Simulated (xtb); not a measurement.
xtb input:

```bash
xtb mol.xyz --gfn 1 --opt tight --chrg 0 --uhf 0
```
mol.xyz:
```
8

C     -2.93226168    -0.67616125    -0.76576107
O     -1.59636573    -1.16539377    -0.73370089
Ga    -0.20934950    -0.24355539    -0.13226881
Br    -0.49857185     1.88341859     0.66388048
Br     1.83379093    -1.23740816    -0.18083266
H     -3.02329200     0.34183446    -0.37667984
H     -3.56573597    -1.33490795    -0.16742760
H     -3.28930941    -0.68695680    -1.79805957
```

### Question
Predict the final energy.

### Answer
-17.65867 Eh (GFN1-xTB).
